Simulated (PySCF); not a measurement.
Bonding in `Nc1ccc(Br)cc1`

C₆H₆BrN.
Numbering: `[NH2:1][c:2]1[cH:3][cH:4][c:5]([Br:6])[cH:7][cH:8]1` (hydrogens: H9, H10 on N1; H11 on C3; H12 on C4; H13 on C7; H14 on C8)

Cartesian coordinates in Å at the PBE0-D3(BJ)/def2-SVP level; atoms count from 1:
```xyz
14
C6H6BrN angstrom
N     -2.6950    0.1824    0.1285
C     -1.3277    0.0354    0.0512
C     -0.7534   -1.1404   -0.4626
C      0.6256   -1.3093   -0.4983
C      1.4633   -0.3035   -0.0200
Br     3.3385   -0.5298   -0.0693
C      0.9162    0.8708    0.4932
C     -0.4633    1.0366    0.5275
H     -3.2540   -0.4053   -0.4746
H     -3.0501    1.1239    0.2228
H     -1.4011   -1.9375   -0.8372
H      1.0523   -2.2292   -0.9021
H      1.5704    1.6606    0.8666
H     -0.8819    1.9606    0.9352
```

Bond orders from the PBE0/pcSseg-1 density (PySCF). Geometry: PBE0-D3(BJ)/def2-SVP; no solvent, vibrations or thermal averaging. The calculation is non-relativistic, for bromine too.

Question: How far do the computed orders between heavy atoms stray from the drawn ones?

Answer: The largest departure is 0.169, at C2–C3 (drawn aromatic, 1.331) and C8–C2 (drawn aromatic, 1.331), counting aromatic bonds as 1.5. Drawn single, order above 1.12: N1–C2 (1.161). The bonds drawn aromatic range from 1.33 to 1.47.

Question: Give the Mayer order of every bond, beside its length.

Answer: 
| bond | drawn as | length (Å) | Mayer order |
| --- | --- | --- | --- |
| N1–C2 | single | 1.377 | 1.161 |
| C2–C3 | aromatic | 1.406 | 1.331 |
| C3–C4 | aromatic | 1.390 | 1.473 |
| C4–C5 | aromatic | 1.394 | 1.354 |
| C5–Br6 | single | 1.889 | 1.043 |
| C5–C7 | aromatic | 1.393 | 1.354 |
| C7–C8 | aromatic | 1.390 | 1.473 |
| C8–C2 | aromatic | 1.406 | 1.331 |
| N1–H9 | single | 1.011 | 0.939 |
| N1–H10 | single | 1.011 | 0.939 |
| C3–H11 | single | 1.093 | 0.952 |
| C4–H12 | single | 1.091 | 0.954 |
| C7–H13 | single | 1.091 | 0.954 |
| C8–H14 | single | 1.093 | 0.952 |

By pair of heavy elements: C–C: lowest C2–C3 and C8–C2 (1.331, 1.406 Å), highest C3–C4 and C7–C8 (1.473, 1.390 Å). Bonds named together lie within 0.004.

Question: Sum the orders of all bonds at each heavy atom with more than one neighbour and set the sums beside the valence in the SMILES.

Answer: N1 3.039 (drawn 3), C2 3.823 (drawn 4), C3 3.756 (drawn 4), C4 3.781 (drawn 4), C5 3.751 (drawn 4), C7 3.781 (drawn 4), C8 3.756 (drawn 4). Orders between atoms that aren't bonded are not in these sums.

For a closed shell the Mayer order of atoms A and B is Σ (PS)μν (PS)νμ over the basis functions μ on A and ν on B, with P the density and S the overlap matrix.
